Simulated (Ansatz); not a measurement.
Cartesian coordinates in Å:
```
C -1.732 0.094 0.279
B -0.183 0.306 0.128
C 0.543 1.238 1.164
B 0.660 -0.394 -1.153
N 1.221 -1.670 -1.158
H -2.247 0.894 0.820
H -2.269 -0.126 -0.647
H -1.832 -0.809 0.904
H 0.535 2.238 0.701
H 1.594 1.005 1.348
H 0.017 1.343 2.117
H 0.803 0.237 -2.174
H 1.713 -2.051 -1.948
H 1.178 -2.305 -0.379
```

Charge 0, multiplicity 1.

Question: List the r2SCAN/def2-TZVPP orbital energies in eV (Ansatz). (An estimate is asked.)

Answer: The calculation gave: Occupied: -385.22, -272.07, -272.06, -179.40, -179.19, -22.55, -18.26, -17.33, -13.23, -12.90, -10.91, -10.37, -10.09, -9.54, -9.42, -8.76, -7.68, -7.10, -6.07. Lowest empty: -1.03, -0.09, 1.09, 1.69, 2.38, 2.83, 2.88, 3.36.
